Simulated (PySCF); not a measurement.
SMILES CC[SiH2][SiH2]SC (C₃H₁₂SSi₂) (GFN2-xTB optimised geometry):

```
18

C      3.452     0.102     1.127
C      2.461     0.129     2.284
Si     0.763     0.827     1.782
Si    -0.068    -0.403     0.000
S     -2.223    -0.403     0.000
C     -2.531     1.389     0.000
H      3.086    -0.529     0.318
H      3.608     1.104     0.732
H      4.417    -0.286     1.450
H      2.346    -0.882     2.679
H      2.877     0.729     3.095
H     -0.102     0.824     2.972
H      0.941     2.247     1.422
H      0.197    -1.837    -0.014
H      0.313     0.125    -1.317
H     -2.107     1.832    -0.896
H     -2.095     1.837     0.889
H     -3.608     1.524     0.004
```

Calculation: PBE0/def2-SVP in PySCF.

Task: What are the frontier orbital energies and the dipole moment?

Result: HOMO-2 -8.71 eV, HOMO-1 -8.04 eV, HOMO -6.45 eV, LUMO -0.38 eV, LUMO+1 0.33 eV; dipole moment 1.98 D.

Meta-Löwdin charges at PBE0/def2-SVP: C1 -0.29, C2 -0.38, Si3 0.36, Si4 0.31, S5 -0.19, C6 -0.34, H7 0.09, H8 0.10, H9 0.10, H10 0.11, H11 0.11, H12 -0.08, H13 -0.09, H14 -0.07, H15 -0.09, H16 0.12, H17 0.11, H18 0.13.
